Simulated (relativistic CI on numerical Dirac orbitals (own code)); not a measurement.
## Exchange splitting of the 5s photoelectron line of Pm³⁺

Problem. Pm³⁺ ([Xe] 4f4) has the spin S = 2. The exchange integral with a hole in 5s, calculated from Dirac-KLI orbitals and scaled by 0.8, is G^3(4f,5s) = 3.228 eV, with l = 3 the orbital momentum of the open shell. Find the splitting and the intensity ratio of the 5s line.

Working.
1. The electron left in 5s couples its spin to S, giving S + ½ = 5/2 and S − ½ = 3/2.
2. Van Vleck's theorem gives ΔE = (2S + 1) G^l/(2l + 1) = 5 × 3.228/7 = 2.31 eV, with the high-spin state at lower binding energy.
3. The intensities follow the multiplicities, (2S + 2) : 2S = (S + 1) : S = 1.50.

Check. The full multiplet calculation with spin-orbit coupling puts the centres of the two groups of its strongest lines 2.30 eV apart. Covalency lowers the measured splitting somewhat.
